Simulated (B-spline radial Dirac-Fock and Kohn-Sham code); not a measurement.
ΔSCF core binding energies without Breit or QED terms, calculated with an atomic code on a B-spline grid.

A sound run for neutral cesium, configuration [Xe] 6s1: The ground state converged in 11 iterations, with total energy -7786.77413 Ha, virial ratio 1.93907 and highest orbital energy -3.49 eV. ΔSCF binding energies: K (1s) 36119.7 eV, L3 (2p3/2) 5028.3 eV, M5 (3d5/2) 732.3 eV.

A second run, with one unsound setting: The ground state converged in 12 iterations, with total energy -10254.62109 Ha, virial ratio 1.24194 and highest orbital energy -2.62 eV. ΔSCF binding energies: K (1s) 14701.0 eV, L3 (2p3/2) 6152.3 eV, M5 (3d5/2) 477.6 eV.

```
iter   energy (Ha)        error
   1    -9929.52364120  1.96e+01
   2    -9998.61114130  6.93e+00
   3   -10247.82543954  1.91e+00
   4   -10253.66185281  7.77e-01
   5   -10254.47087777  1.74e-01
   6   -10254.60897830  2.42e-02
   7   -10254.62044795  7.42e-03
   8   -10254.62106136  1.45e-03
   9   -10254.62109035  1.38e-04
  12   -10254.62109082  2.95e-07
```

Question: Which fault fits the second run best?
A. too few quadrature points
B. speed of light below Z
C. functional not served
D. mesh too coarse

Answer: B. The input had c_factor = 0.2144: c_factor makes c so small that Zα exceeds 1, so any numbers that come out have no meaning.
